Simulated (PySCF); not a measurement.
## GaCl: frontier orbitals

PBE0 at R = 2.249 Å; Ga cc-pVDZ-PP with ECP10, Cl cc-pV(D+d)Z; scalar-relativistic core potentials (PySCF 2.14). State: ¹Σ⁺ (singlet), closed shell. Only the outer orbitals are listed, counted within each symmetry, core potentials removing the inner ones.

```tsv
orbital	occ.	ε (eV)	on Ga (%)	main shells (%)
7σ	2	-21.52	15	84 Cl s, 11 Ga d
8σ	2	-11.52	54	52 Ga s, 43 Cl p
4π	2	-8.59	6	94 Cl p
4π	2	-8.59	6	94 Cl p
9σ	2	-7.55	61	43 Ga s, 39 Cl p, 17 Ga p
5π	0	-1.65	95	95 Ga p
5π	0	-1.65	95	95 Ga p
10σ	0	0.61	96	89 Ga p
```

Question: Which are the highest filled and the lowest empty level, where do they sit, and how wide is the gap?

Answer: Highest filled 9σ at -7.55 eV (in %: 43 Ga s, 39 Cl p, 17 Ga p); lowest empty 5π at -1.65 eV (in %: 95 Ga p); the gap at PBE0 is 5.90 eV.

```json
{"bond order (Mayer)": "1.09", "⟨S²⟩": "0.000", "charge on Ga (Mulliken, basis-dependent)": "0.34", "charge on Ga (Löwdin, basis-dependent)": "0.22", "dipole moment (positive dipole means Ga(−)Cl(+))": "-2.70 D", "polarisability along the bond": "55.4 bohr³", "polarisability across the bond": "31.8 bohr³"}
```
